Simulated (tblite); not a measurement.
Compound: C5H7BF2.
SMILES with atom numbers: `[CH2:1]=[C:2]([CH3:3])/[CH:4]=[CH:5]\[B:6]([F:7])[F:8]` (hydrogens: H9, H10 on C1; H11, H12, H13 on C3; H14 on C4; H15 on C5)

Computed with GFN2-xTB (tblite), gas phase: Langevin dynamics at 300 K from the optimised GFN2-xTB geometry, time step 0.5 fs, friction 0.01 fs⁻¹, 2000 steps. The instantaneous temperature is 2·E(kin)/(3Nk) with all 3N coordinates.

```json
{"t (fs)": "0", "T (K)": "239", "E(pot) above start (eV)": "0.000", "C1=C2 (Å)": "1.337", "C2–C3 (Å)": "1.496", "C2–C4 (Å)": "1.452", "C4=C5 (Å)": "1.344", "C5–B6 (Å)": "1.545", "C1–H9 (Å)": "1.077", "C1–C2–C4–C5 (°)": "174"}
{"t (fs)": "50", "T (K)": "216", "E(pot) above start (eV)": "0.350", "C1=C2 (Å)": "1.309", "C2–C3 (Å)": "1.504", "C2–C4 (Å)": "1.449", "C4=C5 (Å)": "1.346", "C5–B6 (Å)": "1.542", "C1–H9 (Å)": "1.114", "C1–C2–C4–C5 (°)": "-174"}
{"t (fs)": "100", "T (K)": "261", "E(pot) above start (eV)": "0.235", "C1=C2 (Å)": "1.343", "C2–C3 (Å)": "1.489", "C2–C4 (Å)": "1.410", "C4=C5 (Å)": "1.354", "C5–B6 (Å)": "1.532", "C1–H9 (Å)": "1.055", "C1–C2–C4–C5 (°)": "-174"}
{"t (fs)": "150", "T (K)": "199", "E(pot) above start (eV)": "0.347", "C1=C2 (Å)": "1.349", "C2–C3 (Å)": "1.513", "C2–C4 (Å)": "1.462", "C4=C5 (Å)": "1.349", "C5–B6 (Å)": "1.515", "C1–H9 (Å)": "1.062", "C1–C2–C4–C5 (°)": "174"}
{"t (fs)": "200", "T (K)": "224", "E(pot) above start (eV)": "0.344", "C1=C2 (Å)": "1.331", "C2–C3 (Å)": "1.453", "C2–C4 (Å)": "1.445", "C4=C5 (Å)": "1.339", "C5–B6 (Å)": "1.536", "C1–H9 (Å)": "1.104", "C1–C2–C4–C5 (°)": "-174"}
{"t (fs)": "250", "T (K)": "255", "E(pot) above start (eV)": "0.253", "C1=C2 (Å)": "1.351", "C2–C3 (Å)": "1.480", "C2–C4 (Å)": "1.500", "C4=C5 (Å)": "1.343", "C5–B6 (Å)": "1.526", "C1–H9 (Å)": "1.090", "C1–C2–C4–C5 (°)": "176"}
{"t (fs)": "300", "T (K)": "227", "E(pot) above start (eV)": "0.430", "C1=C2 (Å)": "1.343", "C2–C3 (Å)": "1.472", "C2–C4 (Å)": "1.534", "C4=C5 (Å)": "1.357", "C5–B6 (Å)": "1.514", "C1–H9 (Å)": "1.044", "C1–C2–C4–C5 (°)": "-174"}
{"t (fs)": "350", "T (K)": "297", "E(pot) above start (eV)": "0.388", "C1=C2 (Å)": "1.340", "C2–C3 (Å)": "1.483", "C2–C4 (Å)": "1.503", "C4=C5 (Å)": "1.359", "C5–B6 (Å)": "1.528", "C1–H9 (Å)": "1.110", "C1–C2–C4–C5 (°)": "169"}
{"t (fs)": "400", "T (K)": "324", "E(pot) above start (eV)": "0.364", "C1=C2 (Å)": "1.341", "C2–C3 (Å)": "1.470", "C2–C4 (Å)": "1.470", "C4=C5 (Å)": "1.323", "C5–B6 (Å)": "1.548", "C1–H9 (Å)": "1.074", "C1–C2–C4–C5 (°)": "152"}
{"t (fs)": "450", "T (K)": "290", "E(pot) above start (eV)": "0.546", "C1=C2 (Å)": "1.342", "C2–C3 (Å)": "1.517", "C2–C4 (Å)": "1.436", "C4=C5 (Å)": "1.376", "C5–B6 (Å)": "1.550", "C1–H9 (Å)": "1.075", "C1–C2–C4–C5 (°)": "170"}
{"t (fs)": "500", "T (K)": "367", "E(pot) above start (eV)": "0.506", "C1=C2 (Å)": "1.356", "C2–C3 (Å)": "1.504", "C2–C4 (Å)": "1.435", "C4=C5 (Å)": "1.377", "C5–B6 (Å)": "1.514", "C1–H9 (Å)": "1.086", "C1–C2–C4–C5 (°)": "146"}
{"t (fs)": "550", "T (K)": "354", "E(pot) above start (eV)": "0.497", "C1=C2 (Å)": "1.327", "C2–C3 (Å)": "1.529", "C2–C4 (Å)": "1.456", "C4=C5 (Å)": "1.293", "C5–B6 (Å)": "1.559", "C1–H9 (Å)": "1.079", "C1–C2–C4–C5 (°)": "144"}
{"t (fs)": "600", "T (K)": "308", "E(pot) above start (eV)": "0.655", "C1=C2 (Å)": "1.345", "C2–C3 (Å)": "1.516", "C2–C4 (Å)": "1.419", "C4=C5 (Å)": "1.391", "C5–B6 (Å)": "1.503", "C1–H9 (Å)": "1.103", "C1–C2–C4–C5 (°)": "139"}
{"t (fs)": "650", "T (K)": "304", "E(pot) above start (eV)": "0.606", "C1=C2 (Å)": "1.308", "C2–C3 (Å)": "1.523", "C2–C4 (Å)": "1.442", "C4=C5 (Å)": "1.297", "C5–B6 (Å)": "1.548", "C1–H9 (Å)": "1.008", "C1–C2–C4–C5 (°)": "125"}
{"t (fs)": "700", "T (K)": "285", "E(pot) above start (eV)": "0.564", "C1=C2 (Å)": "1.347", "C2–C3 (Å)": "1.485", "C2–C4 (Å)": "1.490", "C4=C5 (Å)": "1.372", "C5–B6 (Å)": "1.549", "C1–H9 (Å)": "1.072", "C1–C2–C4–C5 (°)": "127"}
{"t (fs)": "750", "T (K)": "287", "E(pot) above start (eV)": "0.512", "C1=C2 (Å)": "1.289", "C2–C3 (Å)": "1.501", "C2–C4 (Å)": "1.511", "C4=C5 (Å)": "1.327", "C5–B6 (Å)": "1.587", "C1–H9 (Å)": "1.124", "C1–C2–C4–C5 (°)": "129"}
{"t (fs)": "800", "T (K)": "330", "E(pot) above start (eV)": "0.413", "C1=C2 (Å)": "1.350", "C2–C3 (Å)": "1.497", "C2–C4 (Å)": "1.448", "C4=C5 (Å)": "1.349", "C5–B6 (Å)": "1.566", "C1–H9 (Å)": "1.083", "C1–C2–C4–C5 (°)": "119"}
{"t (fs)": "850", "T (K)": "258", "E(pot) above start (eV)": "0.755", "C1=C2 (Å)": "1.319", "C2–C3 (Å)": "1.485", "C2–C4 (Å)": "1.450", "C4=C5 (Å)": "1.332", "C5–B6 (Å)": "1.588", "C1–H9 (Å)": "1.015", "C1–C2–C4–C5 (°)": "124"}
{"t (fs)": "900", "T (K)": "292", "E(pot) above start (eV)": "0.587", "C1=C2 (Å)": "1.329", "C2–C3 (Å)": "1.498", "C2–C4 (Å)": "1.498", "C4=C5 (Å)": "1.340", "C5–B6 (Å)": "1.563", "C1–H9 (Å)": "1.129", "C1–C2–C4–C5 (°)": "144"}
{"t (fs)": "950", "T (K)": "306", "E(pot) above start (eV)": "0.738", "C1=C2 (Å)": "1.340", "C2–C3 (Å)": "1.455", "C2–C4 (Å)": "1.470", "C4=C5 (Å)": "1.357", "C5–B6 (Å)": "1.540", "C1–H9 (Å)": "1.106", "C1–C2–C4–C5 (°)": "158"}
{"t (fs)": "1000", "T (K)": "344", "E(pot) above start (eV)": "0.394", "C1=C2 (Å)": "1.344", "C2–C3 (Å)": "1.523", "C2–C4 (Å)": "1.452", "C4=C5 (Å)": "1.373", "C5–B6 (Å)": "1.540", "C1–H9 (Å)": "1.027", "C1–C2–C4–C5 (°)": "154"}
```

Problem. From 500 fs on, how do temperature and potential energy compare with equipartition?

Solution. The mean temperature of these 11 frames is 312 K against the target 300 K, and the mean potential energy 0.57 eV against 39 × kT/2 = 0.50 eV for 39 classical harmonic modes. For 15 atoms in a canonical ensemble the temperature itself scatters by T·√(2/(3N)) = 63 K; here its standard deviation is 32 K. The whole run lasts only 10 friction times of 100 fs, so these averages carry a wide statistical error.

Problem. What are the kinetic and total energies of the listed frame with the highest potential energy?

Solution. The one at 850 fs, 0.755 eV above the start. Its kinetic energy is 3NkT/2 = 0.499 eV at 258 K, so the sum is 1.25 eV; over the listed frames the sum runs from 0.46 to 1.33 eV, since the thermostat adds and removes energy.

Problem. How much do the listed bonds fluctuate from 500 fs on?

Solution. 
```csv
bond,at the start (Å),mean (Å),standard deviation (Å)
C1=C2,1.337,1.332,0.019
C2–C3,1.496,1.501,0.021
C2–C4,1.452,1.461,0.027
C4=C5,1.344,1.346,0.031
C5–B6,1.545,1.551,0.025
C1–H9,1.077,1.076,0.040
```

The motion is classical and holds no zero-point motion.

The cost below is that of the whole dynamics run. Hardware: one thread, Intel Xeon Platinum 8488C (x86_64), no GPU, on a shared host. Cost: 11 s wall, 0.18 GiB resident at most.
